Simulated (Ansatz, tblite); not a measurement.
Removing and adding an electron: In₁₀P₁₀. Total charge 0; singlet. Geometry: PBE-D4/def2-SVP. Ansatz, gas phase; energy differences of separate SCF runs; the oxidised species was run as a doublet alone; the reduced species was run as a doublet alone.

```xyz
20

P    -2.313    1.684   -2.764
P     0.724    4.679   -0.515
P    -2.035    1.775    1.999
P     2.479    2.402    2.107
P    -0.068   -2.441   -3.934
P    -2.331   -1.674    0.018
P     1.198   -4.386   -0.585
P     1.004    0.161   -0.871
P    -1.214   -0.016    3.065
P    -1.737   -1.947    2.094
In   -0.789    3.429   -1.951
In   -0.539   -0.165   -3.170
In   -1.621    0.753   -0.322
In    2.199    2.425   -0.487
In    0.091    3.230    1.652
In    1.407    0.049    1.811
In    2.559   -2.294   -2.317
In   -0.695   -3.071   -1.536
In    0.859   -2.941    1.405
In    0.822   -1.652    4.302
```

In the def2 sets In takes a core potential; there is no spin–orbit coupling. The xTB rows come from tblite. HSE06 is defined as in plane-wave codes, on full-range PBE exchange. Single mean-field runs in def2-SVP are fitted with def2-universal-jkfit. HOMO above LUMO, or a gap near zero within one spin, warns that the state may not be the lowest or that an electron is smeared out.

```tsv
level	−HOMO (eV)	vertical IE (eV)	−LUMO (eV)	vertical EA (eV)	HOMO–LUMO gap (eV)	IE − EA (eV)	remarks
GFN1-xTB	7.14	8.52	6.45	5.07	0.69	3.46	–
GFN2-xTB	8.78	10.14	8.43	6.99	0.35	3.16	–
PBE-D4/def2-SVP	4.70	6.25	4.04	2.64	0.66	3.62	gap within one spin near zero (+1 doublet)
PBE0-D4/def2-SVP	5.36	6.36	3.65	2.74	1.70	3.62	restricted SCF unstable in HF (singlet)
HSE06-D4/def2-SVP	5.01	6.34	3.96	2.72	1.05	3.62	restricted SCF unstable in HF (singlet)
```

Relaxing the oxidised species (PBE-D4/def2-SVP) changes its energy by -0.45 eV at PBE-D4/def2-SVP, so the adiabatic ionisation energy to this nearest minimum is 5.80 eV. On the way P8–In17 forms. At PBE0-D4/def2-SVP it is 5.73 eV.     Raw xTB energy differences between charge states are shifted by several eV; the methods need an empirical correction for them. Sets without diffuse functions give affinities that are too small.
